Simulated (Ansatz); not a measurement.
Frontier orbitals of `[GaH2][O]/C=C/Br`.

Z-matrix (Å, degrees):
```
Ga
O 1 1.808
H 1 1.556 2 115.5
H 1 1.551 2 111.4 3 -179.3
C 2 1.338 1 126.0 3 -8.5
C 5 1.331 2 125.0 1 -44.2
H 5 1.088 2 114.4 1 137.6
Br 6 1.878 5 121.7 2 -179.3
H 6 1.082 5 124.1 2 -0.0
```

Charge 0, multiplicity 1. Correlated methods include outer-core shells of Br, Ga, which these sets cover unevenly. Scalar relativity is left out up to krypton. The geometry is a stationary point of PBE0-D4/def2-TZVP. It is one conformer, not always the lowest. Basis def2-TZVPP, Ansatz 0.2.0.

Orbital energies of one run (eV). Highest occupied ones, from the top: -9.07, -10.87, -11.73, -11.97, -12.30, -13.49, -14.38, -15.41, -16.18, -17.53, -19.77, -23.16, -26.02, -26.08. Empty: 0.32, 2.27, 2.75, 2.82, 3.24, 4.39.

(1) Which functional gave them?
A. LC-ωPBE
B. B97M-V
C. LDA (SPW92)
D. CAM-B3LYP

Answers

(1) A. HOMO energies: LC-ωPBE -9.07, LDA (SPW92) -5.59, B97M-V -5.63, CAM-B3LYP -7.76 eV.

LC-ωPBE has ω = 0.4 bohr⁻¹.
